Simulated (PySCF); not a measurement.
This PySCF input asks for the NMR shieldings of `N([SiH2]N(CCC)C)(C)C`, C$_{6}$H$_{18}$N$_{2}$Si; the geometry comes from GFN2-xTB.

```python
import basis_set_exchange as bse
import numpy as np
from pyscf import gto, dft
from pyscf.prop import nmr

atoms = """
C     3.095236    1.074156    0.766028
C     2.283107   -0.045911    0.129677
C     1.035374    0.497944   -0.575235
N     0.142081   -0.520927   -1.075417
C     0.666492   -1.257627   -2.195834
Si   -1.043807   -1.231104   -0.051714
N    -1.860741    0.073907    0.715591
C    -2.615886   -0.141592    1.919919
C    -2.363533    1.191929   -0.043612
H     2.498834    1.601837    1.506783
H     3.979642    0.674734    1.257018
H     3.416246    1.790159    0.012247
H     1.962558   -0.753883    0.896329
H     2.906278   -0.583681   -0.587492
H     1.345211    1.137226   -1.413219
H     0.474064    1.108466    0.133381
H    -0.119533   -1.877085   -2.619800
H     1.019183   -0.562749   -2.963393
H     1.499837   -1.913231   -1.918078
H    -0.554596   -2.054212    1.066201
H    -1.853255   -2.065708   -0.953422
H    -2.179708   -0.958963    2.486592
H    -2.602837    0.762771    2.535779
H    -3.663701   -0.390369    1.705674
H    -3.418746    1.055185   -0.312704
H    -1.784681    1.304111   -0.955725
H    -2.283014    2.111042    0.546591
"""
names = dict.fromkeys(["C", "N", "Si", "H"], "pcSseg-1")
basis = {el: gto.basis.parse(bse.get_basis(n, elements=[el], fmt="nwchem")) for el, n in names.items()}
mol = gto.M(atom=atoms, basis=basis, charge=0, verbose=0)
mf = dft.RKS(mol, xc="PBE0")
mf.grids.level = 2
mf.grids.alignment = dft.numint.BLKSIZE   # the property module wants whole blocks of grid points
mf.conv_tol = 1e-9
mf.kernel()

calc = nmr.RKS(mf)   # GIAO
C = mf.mo_coeff
Co = C[:, mf.mo_occ > 0]
resp = mf.gen_response(singlet=True, hermi=2)
def vind(x):   # induced exchange potential for any number of trial vectors
    d = np.einsum("pi,xij,qj->xpq", C, 2 * x.reshape(-1, C.shape[1], Co.shape[1]), Co, optimize=True)
    return np.einsum("xpq,pi,qj->xij", resp(d - d.transpose(0, 2, 1)), C, Co, optimize=True).ravel()
mo1, _ = nmr.rhf.solve_mo1(calc, with_cphf=vind)
sigma = calc.kernel(mo1)
for i, s in enumerate(sigma):   # ppm
    print("%2d %-2s %9.2f" % (i, mol.atom_pure_symbol(i), np.trace(s) / 3))
```

**Question.** What are the results?

**Answer.** 
```
 0 C     173.55
 1 C     163.91
 2 C     131.95
 3 N     232.31
 4 C     149.49
 5 Si    377.29
 6 N     246.13
 7 C     147.25
 8 C     148.51
 9 H      30.93
10 H      30.50
11 H      30.99
12 H      30.57
13 H      29.84
14 H      29.29
15 H      28.54
16 H      28.81
17 H      29.35
18 H      28.88
19 H      26.86
20 H      27.06
21 H      28.79
22 H      29.21
23 H      29.33
24 H      29.50
25 H      28.60
26 H      29.37
```

These numbers come from an equivalent density-fitted implementation of the same equations, which agrees with the script to about 0.01 ppm for H and up to a few tenths of a ppm for heavy atoms, so last digits may differ.

**Question.** Turn these shieldings into chemical shifts. δ = σ(ref) − σ, references computed at the same level: $^{13}$C (σ = 186.93 ppm), $^{29}$Si (σ = 349.16 ppm), $^{1}$H (σ = 31.72 ppm) against TMS; $^{15}$N (σ = 267.73 ppm) against NH3.

**Answer.** Averaging equivalent atoms: C 2: 55.0; C 7/8: 39.0; C 4: 37.4; C 1: 23.0; C 0: 13.4; N 3: 35.4; N 6: 21.6; Si 5: -28.1; H 19/20: 4.76; H 14/15: 2.80; H 16/17/18: 2.70; H 21/22/23/24/25/26: 2.58; H 12/13: 1.51; H 9/10/11: 0.91 ppm. Experimental scales use liquid or dissolved standards, which lie at an offset from isolated NH3 (liquid NH3: subtract about 20 ppm).

Size and cost of the density-fitted run: 250 basis functions, 59 s wall time on 1 thread of an Arm Neoverse V1, shared host.
